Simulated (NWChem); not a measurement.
The numbers come from NWChem runs, not from measurements. System: silicon dioxide molecule (O$_{2}$Si), charge 0, spin multiplicity 1, at a geometry optimised with PBE/def2-SVP. Level: RHF/pcseg-1.

The NWChem input:

```
start mol
memory heap 200 mb stack 900 mb global 1100 mb
geometry units angstroms nocenter noautoz
  O      0.000000     0.000000    -1.540609
  Si     0.000000     0.000000     0.000000
  O      0.000000     0.000000     1.540609
  symmetry group D2h
end
basis spherical
  * library pcseg-1
end
scf
  rhf
  nopen 0
  maxiter 100
  thresh 1e-7
  semidirect memsize 60000000 filesize 0
end
task scf energy
```

NWChem printed:

```
             Northwest Computational Chemistry Package (NWChem) 7.3.0
             --------------------------------------------------------

                                NWChem Input Module
                                -------------------

 Scaling coordinates for geometry "geometry" by  1.889725989
 (inverse scale =  0.529177249)

 Turning off AUTOSYM since
 SYMMETRY directive was detected!

                             Geometry "geometry" -> ""
                             -------------------------

 Output coordinates in angstroms (scale by  1.889725989 to convert to a.u.)

  No.       Tag          Charge          X              Y              Z
 ---- ---------------- ---------- -------------- -------------- --------------
    1 O                    8.0000     0.00000000     0.00000000    -1.54060900
    2 Si                  14.0000     0.00000000     0.00000000     0.00000000
    3 O                    8.0000     0.00000000     0.00000000     1.54060900

 Effective nuclear repulsion energy (a.u.)      87.9323538574

            Nuclear Dipole moment (a.u.)
            ----------------------------
        X                 Y               Z
 ---------------- ---------------- ----------------
     0.0000000000     0.0000000000     0.0000000000

      Symmetry information
      --------------------

 Group name             D2h
 Group number             26
 Group order               8
 No. of unique centers     2

      Symmetry unique atoms

     1    2


 Summary of "ao basis" -> "" (spherical)
 ------------------------------------------------------------------------------
       Tag                 Description            Shells   Functions and Types
 ---------------- ------------------------------  ------  ---------------------
 *                          pcseg-1                   on all atoms

 Summary of "ao basis" -> "ao basis" (spherical)
 ------------------------------------------------------------------------------
       Tag                 Description            Shells   Functions and Types
 ---------------- ------------------------------  ------  ---------------------
 O                          pcseg-1                  6       14   3s2p1d
 Si                         pcseg-1                  8       18   4s3p1d

                                 NWChem SCF Module
                                 -----------------

  ao basis        = "ao basis"
  functions       =    46
  atoms           =     3
  closed shells   =    15
  open shells     =     0
  charge          =   0.00
  wavefunction    = RHF
  use symmetry    = T
  symmetry adapt  = T

 Summary of "ao basis" -> "ao basis" (spherical)
 ------------------------------------------------------------------------------
       Tag                 Description            Shells   Functions and Types
 ---------------- ------------------------------  ------  ---------------------
 O                          pcseg-1                  6       14   3s2p1d
 Si                         pcseg-1                  8       18   4s3p1d

      Symmetry analysis of basis
      --------------------------

        ag         13
        au          1
        b1g         2
        b1u        10
        b2g         4
        b2u         6
        b3g         4
        b3u         6

 Forming initial guess at       0.0s

      Superposition of Atomic Density Guess
      -------------------------------------

 Sum of atomic energies:        -438.28005352

      Non-variational initial energy
      ------------------------------
[...]
             ----- ------------------- --------- --------- --------
                 1     -438.4152929316  1.61D+00  5.84D-01      0.1
                 2     -438.5496796222  3.26D-01  1.43D-01      0.1
                 3     -438.5595402987  1.56D-01  5.16D-02      0.1
                 4     -438.5612409436  4.94D-03  2.96D-03      0.1
                 5     -438.5612440850  4.61D-06  1.82D-06      0.1
                 6     -438.5612440850  4.64D-09  3.00D-09      0.1

       Final RHF  results
       ------------------

         Total SCF energy =   -438.561244084998
      One-electron energy =   -782.355485310619
      Two-electron energy =    255.861887368203
 Nuclear repulsion energy =     87.932353857418

        Time for solution =      0.0s

       Symmetry analysis of molecular orbitals - final
       -----------------------------------------------

  Numbering of irreducible representations:

     1 ag          2 au          3 b1g         4 b1u         5 b2g
     6 b2u         7 b3g         8 b3u

  Orbital symmetries:

     1 ag          2 b1u         3 ag          4 ag          5 b3u
     6 b2u         7 b1u         8 ag          9 b1u        10 ag
    11 b1u        12 b3u        13 b2u        14 b2g        15 b3g
    16 ag         17 b3u        18 b2u        19 b1u        20 b2u
    21 b3u        22 ag         23 ag         24 b1g        25 b1u

             Final eigenvalues
             -----------------

              1
    1  -68.8830
    2  -20.5704
    3  -20.5703
    4   -6.2478
    5   -4.3629
    6   -4.3629
    7   -4.3610
    8   -1.3261
    9   -1.2990
   10   -0.6547
   11   -0.5643
   12   -0.5486
   13   -0.5486
   14   -0.5081
   15   -0.5081
   16   -0.0031
   17    0.0785
   18    0.0785
   19    0.2124
   20    0.2821
   21    0.2821
   22    0.3555
   23    0.7177
   24    0.7177
   25    0.8391

                       ROHF Final Molecular Orbital Analysis
                       -------------------------------------

 Vector   13  Occ=2.000000D+00  E=-5.485903D-01  Symmetry=b2u
              MO Center= -3.8D-34,  2.5D-17, -7.8D-17, r^2= 2.7D+00
   Bfn.  Coefficient  Atom+Function         Bfn.  Coefficient  Atom+Function
  ----- ------------  ---------------      ----- ------------  ---------------
     5      0.393219  1 O  py                37      0.393219  3 O  py
    23      0.314666  2 Si py                 8      0.287913  1 O  py
    40      0.287913  3 O  py

 Vector   14  Occ=2.000000D+00  E=-5.081466D-01  Symmetry=b2g
              MO Center=  1.1D-19,  1.0D-31,  4.9D-16, r^2= 2.8D+00
   Bfn.  Coefficient  Atom+Function         Bfn.  Coefficient  Atom+Function
  ----- ------------  ---------------      ----- ------------  ---------------
     4      0.431975  1 O  px                36     -0.431975  3 O  px
     7      0.345949  1 O  px                39     -0.345949  3 O  px

 Vector   15  Occ=2.000000D+00  E=-5.081466D-01  Symmetry=b3g
              MO Center=  8.7D-32, -3.7D-19,  3.7D-17, r^2= 2.8D+00
   Bfn.  Coefficient  Atom+Function         Bfn.  Coefficient  Atom+Function
  ----- ------------  ---------------      ----- ------------  ---------------
     5      0.431975  1 O  py                37     -0.431975  3 O  py
     8      0.345949  1 O  py                40     -0.345949  3 O  py

 Vector   16  Occ=0.000000D+00  E=-3.141035D-03  Symmetry=ag
              MO Center= -1.8D-17,  5.5D-19, -2.2D-17, r^2= 3.1D+00
   Bfn.  Coefficient  Atom+Function         Bfn.  Coefficient  Atom+Function
  ----- ------------  ---------------      ----- ------------  ---------------
    18      1.118934  2 Si s                  3     -0.315321  1 O  s
    35     -0.315321  3 O  s                  6     -0.235801  1 O  pz
    38      0.235801  3 O  pz                 9     -0.208187  1 O  pz
    41      0.208187  3 O  pz                30     -0.190309  2 Si d  0
    16     -0.186206  2 Si s

 Vector   17  Occ=0.000000D+00  E= 7.847342D-02  Symmetry=b3u
              MO Center= -4.7D-16,  2.0D-32, -8.0D-17, r^2= 4.2D+00
   Bfn.  Coefficient  Atom+Function         Bfn.  Coefficient  Atom+Function
  ----- ------------  ---------------      ----- ------------  ---------------
    25      0.802294  2 Si px                22      0.416971  2 Si px
     7     -0.324701  1 O  px                39     -0.324701  3 O  px
     4     -0.239491  1 O  px                36     -0.239491  3 O  px

 Vector   18  Occ=0.000000D+00  E= 7.847342D-02  Symmetry=b2u
              MO Center=  1.0D-33, -9.7D-17, -1.4D-17, r^2= 4.2D+00
   Bfn.  Coefficient  Atom+Function         Bfn.  Coefficient  Atom+Function
  ----- ------------  ---------------      ----- ------------  ---------------
    26      0.802294  2 Si py                23      0.416971  2 Si py
     8     -0.324701  1 O  py                40     -0.324701  3 O  py
     5     -0.239491  1 O  py                37     -0.239491  3 O  py

 center of mass
 --------------
 x =   0.00000000 y =   0.00000000 z =   0.00000000

 moments of inertia (a.u.)
 ------------------
         271.140460418421           0.000000000000           0.000000000000
           0.000000000000         271.140460418421           0.000000000000
           0.000000000000           0.000000000000           0.000000000000

  Mulliken analysis of the total density
  --------------------------------------

    Atom       Charge   Shell Charges
 -----------   ------   -------------------------------------------------------
    1 O    8     8.66   2.00  0.92  0.94  2.80  1.99  0.02
    2 Si  14    12.67   2.00  2.00  0.80  0.04  6.00  1.39  0.10  0.35
    3 O    8     8.66   2.00  0.92  0.94  2.80  1.99  0.02

       Multipole analysis of the density wrt the origin
       ------------------------------------------------

     L   x y z        total         open         nuclear
     -   - - -        -----         ----         -------
     0   0 0 0     -0.000000      0.000000     30.000000

     1   1 0 0     -0.000000      0.000000      0.000000
     1   0 1 0     -0.000000      0.000000      0.000000
     1   0 0 1     -0.000000      0.000000      0.000000

     2   2 0 0    -14.658436      0.000000      0.000000
     2   1 1 0      0.000000      0.000000      0.000000
     2   1 0 1     -0.000000      0.000000      0.000000
     2   0 2 0    -14.658436      0.000000      0.000000
     2   0 1 1     -0.000000      0.000000      0.000000
     2   0 0 2    -26.947710      0.000000    135.613372

 Task  times  cpu:        0.1s     wall:        0.1s

 Total times  cpu:        0.1s     wall:        0.1s
```
